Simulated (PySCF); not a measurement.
HCl$_{3}$Si, charge -1, doublet, at a GFN2-xTB geometry (a state made from the parent by changing its charge; the spin is typed, not shown lowest); CCSD/STO-3G (PySCF).

The PySCF input:
```python
from pyscf import gto, scf, cc

mol = gto.Mole()
mol.atom = '''
Si
Cl 1 2.071450
Cl 1 2.279674 2 96.964820
Cl 1 2.279674 2 96.964819 3 -174.014008
H  1 1.458797 2 106.263484 4 -92.992996
'''
mol.basis = 'sto-3g'
mol.charge = -1
mol.spin = 1
mol.verbose = 3
mol.build()

mf = scf.UHF(mol)
mf.kernel()

mycc = cc.CCSD(mf)
mycc.kernel()
print('E(CCSD) = %.10f' % mycc.e_tot)
mf.analyze()
```

The log (banner, timings and long lists left out):

```
converged SCF energy = -1649.99021559496  <S^2> = 0.75592725  2S+1 = 2.0059185
E(UCCSD) = -1650.038995106797  E_corr = -0.04877951183404611
E(CCSD) = -1650.0389951068
**** MO energy ****
                             alpha | beta                alpha | beta
MO #1   energy= -103.43738749647   | -103.437237721532  occ= 1 | 1
MO #2   energy= -103.337227089685  | -103.335339267916  occ= 1 | 1
MO #3   energy= -103.337221106604  | -103.33533323407   occ= 1 | 1
MO #4   energy= -67.8748172415962  | -67.8666282369704  occ= 1 | 1
MO #5   energy= -10.1351477785296  | -10.1349335404097  occ= 1 | 1
MO #6   energy= -10.0443947655318  | -10.041691534756   occ= 1 | 1
MO #7   energy= -10.044153727199   | -10.0414441082219  occ= 1 | 1
MO #8   energy= -7.57887143310641  | -7.57855648239049  occ= 1 | 1
MO #9   energy= -7.57400808578819  | -7.57359235905276  occ= 1 | 1
MO #10  energy= -7.5735713462559   | -7.57337613173711  occ= 1 | 1
MO #11  energy= -7.49040121194523  | -7.48243011244835  occ= 1 | 1
MO #12  energy= -7.49012554147899  | -7.48227386646608  occ= 1 | 1
MO #13  energy= -7.48287059235312  | -7.48165120838202  occ= 1 | 1
MO #14  energy= -7.48283948192752  | -7.4815908542197   occ= 1 | 1
MO #15  energy= -7.48274322339015  | -7.48025189861639  occ= 1 | 1
MO #16  energy= -7.48268193350475  | -7.4801540686591   occ= 1 | 1
MO #17  energy= -5.85596411454657  | -5.84043491157944  occ= 1 | 1
MO #18  energy= -3.88325312517042  | -3.86821554265719  occ= 1 | 1
MO #19  energy= -3.87449021432471  | -3.86740546985047  occ= 1 | 1
MO #20  energy= -3.8718212860716   | -3.85720432176379  occ= 1 | 1
MO #21  energy= -0.833247536027347 | -0.8275087980771   occ= 1 | 1
MO #22  energy= -0.756030549591166 | -0.73586952842864  occ= 1 | 1
MO #23  energy= -0.754676877989158 | -0.733958897439762 occ= 1 | 1
MO #24  energy= -0.471807816234249 | -0.438792734548829 occ= 1 | 1
MO #25  energy= -0.2975263383467   | -0.278646352195616 occ= 1 | 1
MO #26  energy= -0.265930937595585 | -0.247580090449994 occ= 1 | 1
MO #27  energy= -0.254235727179763 | -0.222867362045654 occ= 1 | 1
MO #28  energy= -0.202035752172448 | -0.179368007966927 occ= 1 | 1
MO #29  energy= -0.199044610333929 | -0.165889245921808 occ= 1 | 1
MO #30  energy= -0.163904965638773 | -0.149921659725425 occ= 1 | 1
MO #31  energy= -0.156338792950849 | -0.148786567006387 occ= 1 | 1
MO #32  energy= -0.154677523215214 | -0.148040547517802 occ= 1 | 1
MO #33  energy= -0.142904566599505 | -0.129159468162877 occ= 1 | 1
MO #34  energy= -0.0338812561832216 | 0.353025541449308  occ= 1 | 0
MO #35  energy= 0.533480848336966  | 0.570250427093493  occ= 0 | 0
MO #36  energy= 0.56611665316383   | 0.614926483813102  occ= 0 | 0
MO #37  energy= 0.714912512562616  | 0.739435716969558  occ= 0 | 0

To work with the spin densities directly, `use mulliken_meta_spin()` only printing them here.

 ** Mulliken spin pop alpha/beta on meta-lowdin orthogonal AOs **
 ** Mulliken Spin Density (per atom)  **
spin density of  0 Si =      0.65896
spin density of  1 Cl =      0.01010
spin density of  2 Cl =      0.17147
spin density of  3 Cl =      0.17147
spin density of  4 H =     -0.01200
 ** Mulliken pop alpha/beta on meta-lowdin orthogonal AOs **
 ** Mulliken atomic charges   ( Nelec_alpha | Nelec_beta ) **
charge of  0Si =      0.66405  (     6.99745      6.33849 )
charge of  1Cl =     -0.39241  (     8.70125      8.69115 )
charge of  2Cl =     -0.55128  (     8.86137      8.68990 )
charge of  3Cl =     -0.55128  (     8.86137      8.68990 )
charge of  4H =     -0.16909  (     0.57855      0.59055 )

WARN: System has nonzero charge -1; the dipole moment is origin-dependent.
Location of origin: [0. 0. 0.]

Dipole moment(X, Y, Z, Debye): -2.17186, -0.01966,  0.00103
```
